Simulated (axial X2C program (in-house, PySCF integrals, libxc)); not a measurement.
Levels of LaH⁻ by electron attachment to LaH (EOM-EA-CCSD)

Computed with an in-house all-electron X2C program for linear molecules (integrals from PySCF): two-component X2C with atomic mean-field Coulomb and Gaunt terms, Gaussian nuclei, basis La dyall-cv3z, H dyall-av3z with contracted cores.

R = 2.173 Å (1.045 times 2.079 Å, the PBE0 minimum at charge 0 for the lowest determinant).

Levels of LaH⁻ obtained by attaching an electron to LaH:

```csv
Ω,binding energy (eV),above lowest (cm⁻¹),attached spinor,one-particle weight
3/2,0.443,0,"90% La dδ, 7% La dπ",0.85
1/2,0.366,621,"47% La dπ, 28% La pπ, 15% La pσ",0.90
5/2,0.362,660,99% La dδ,0.85
3/2,0.269,1408,"60% La dπ, 34% La pπ",0.89
1/2,0.217,1827,"53% La pσ, 23% La dσ, 13% La dπ",0.92
1/2,-0.064,4095,"65% La pπ, 25% La dπ, 8% H pπ",0.91
3/2,-0.115,4504,"67% La pπ, 24% La dπ, 8% H pπ",0.91
1/2,-1.058,12111,"60% La sσ, 33% H sσ",0.96
1/2,-1.339,14378,"76% La pσ, 11% La dσ, 7% La sσ",0.93
```

Q: Take the first Ω = 1/2 and Ω = 3/2 rows of π character: how far apart are they, and which lies lower?

A: E(3/2) − E(1/2) = 1408 − 621 = 787 cm⁻¹ at EOM-EA-CCSD: regular, Ω = 1/2 lower. Splittings at this level can be off by ten to twenty per cent.

Negative binding energies belong to unbound states, resonances or levels that the basis set holds; within some tenths of an eV of zero the sign is not settled.

This point took 19 s on 1 thread of Arm Neoverse V2 (shared host).

Reference electrons by ω block (each with its −ω partner): 1/2: 19, 3/2: 8, 5/2: 2. 12 electrons of LaH correlated (inner shells frozen), 92 natural virtual spinors (a truncated set); levels can be off by some tenths of an eV. Roots sought by Ω: (1/2: 5, 3/2: 4, 5/2: 2, 7/2: 1); rows need 60 % one-particle weight and stop where some Ω has no more roots. Missing are any skipped roots, higher Ω and states of a further excitation; these come out far too high here and may in truth be low or lowest. T1 of the reference 0.028 (Lee–Taylor). Number of frozen shells: La 4 s, 3 p, 2 d; H none. The closed-shell reference lies 0.19 eV above the lowest PBE0 determinant. Large amplitudes in the reference (orbital relaxation or multireference character) lower the reliability.
